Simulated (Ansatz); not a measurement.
Mulliken charges of `CO[SiH2]S` from r2SCAN/def2-TZVPP in Ansatz (PBE0-D4/def2-TZVP geometry).

```csv
atom,x (Å),y (Å),z (Å),charge (e)
C1,0.349,1.578,-0.438,0.004
O2,-0.487,0.545,0.033,-0.375
Si3,-0.083,-1.039,-0.082,0.508
S4,-1.466,-2.216,1.012,-0.258
H5,-0.058,2.529,-0.091,0.066
H6,1.372,1.477,-0.057,0.058
H7,0.384,1.594,-1.533,0.061
H8,1.303,-1.215,0.428,-0.086
H9,-0.176,-1.535,-1.480,-0.087
H10,-1.053,-1.769,2.210,0.108
```

Task: By hand: the dipole of these point charges (1 e Å = 4.8032 D).

Result: Σ q r = (0.409, 0.243, -0.089) e Å, of length 0.484 e Å = 2.32 D.

Task: How does the dipole of the full density compare? (An estimate is asked.)

Result: Ansatz gave: (0.296, 0.263, -0.004) e Å, 1.90 D; the point charges give 1.22 times that, at 15° from its direction.

Point charges leave out the atoms' own dipoles, such as those of lone pairs, and Mulliken's split depends on the basis, so the two needn't agree.
